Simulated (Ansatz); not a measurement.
Consider the formal exchange of groups at the Si–C bond: `O[SiH2]/C=C\[SiH](O)O` + `C=O` → `O=C[SiH](O)O` + `C=C[SiH2]O`.

Program: Ansatz. Geometries: PBE0-D4/def2-TZVP. ΔE: electronic, gas phase. CCSD(T)/CBS is the MP2 limit (def2-TZVPP, def2-QZVPP) plus CCSD(T) − MP2 in def2-TZVPP, frozen cores. This one scheme is used for every species. Functionals use def2-TZVPP. B3LYP here is the variant with VWN-RPA as its local correlation; programs differ in this. Each species was taken in one conformer, which may not be the lowest.

```json
{"level": "PBE-D4", "ΔE (kJ/mol)": "21.0", "difference from CCSD(T)/CBS": "1.7"}
{"level": "r2SCAN-D4", "ΔE (kJ/mol)": "20.3", "difference from CCSD(T)/CBS": "1.0"}
{"level": "PBE0-D4", "ΔE (kJ/mol)": "22.1", "difference from CCSD(T)/CBS": "2.8"}
{"level": "B3LYP-D4", "ΔE (kJ/mol)": "23.3", "difference from CCSD(T)/CBS": "4.0"}
{"level": "ωB97X-V", "ΔE (kJ/mol)": "18.0", "difference from CCSD(T)/CBS": "-1.3"}
{"level": "PBE", "ΔE (kJ/mol)": "13.8", "difference from CCSD(T)/CBS": "-5.5"}
{"level": "r2SCAN", "ΔE (kJ/mol)": "18.0", "difference from CCSD(T)/CBS": "-1.3"}
{"level": "PBE0", "ΔE (kJ/mol)": "15.5", "difference from CCSD(T)/CBS": "-3.8"}
{"level": "B3LYP", "ΔE (kJ/mol)": "11.9", "difference from CCSD(T)/CBS": "-7.4"}
{"level": "HF/def2-TZVPP", "ΔE (kJ/mol)": "9.0", "difference from CCSD(T)/CBS": "-10.3"}
{"level": "MP2/def2-TZVPP", "ΔE (kJ/mol)": "23.6", "difference from CCSD(T)/CBS": "4.3"}
{"level": "SCS-MP2/def2-TZVPP", "ΔE (kJ/mol)": "20.0", "difference from CCSD(T)/CBS": "0.7"}
{"level": "HF/def2-QZVPP", "ΔE (kJ/mol)": "8.5", "difference from CCSD(T)/CBS": "-10.8"}
{"level": "HF/CBS(def2)", "ΔE (kJ/mol)": "8.4", "difference from CCSD(T)/CBS": "-10.9"}
{"level": "MP2/CBS(def2)", "ΔE (kJ/mol)": "21.9", "difference from CCSD(T)/CBS": "2.6"}
{"level": "CCSD/CBS(def2)", "ΔE (kJ/mol)": "17.4", "difference from CCSD(T)/CBS": "-1.9"}
{"level": "CCSD(T)/CBS", "ΔE (kJ/mol)": "19.3", "difference from CCSD(T)/CBS": "0"}
```

Largest T1 diagnostic among the species: 0.015.

The D4 term adds +11.4 kJ/mol with B3LYP and +6.6 kJ/mol with PBE0; it sums over pairs of atoms, weighted by their polarisabilities, and B3LYP, whose exchange is more repulsive, gets the larger term. In def2-TZVPP, CCSD(T) changes the Hartree–Fock value by +12.0 kJ/mol (the triples alone add +1.9 kJ/mol) and MP2 by +14.6 kJ/mol.
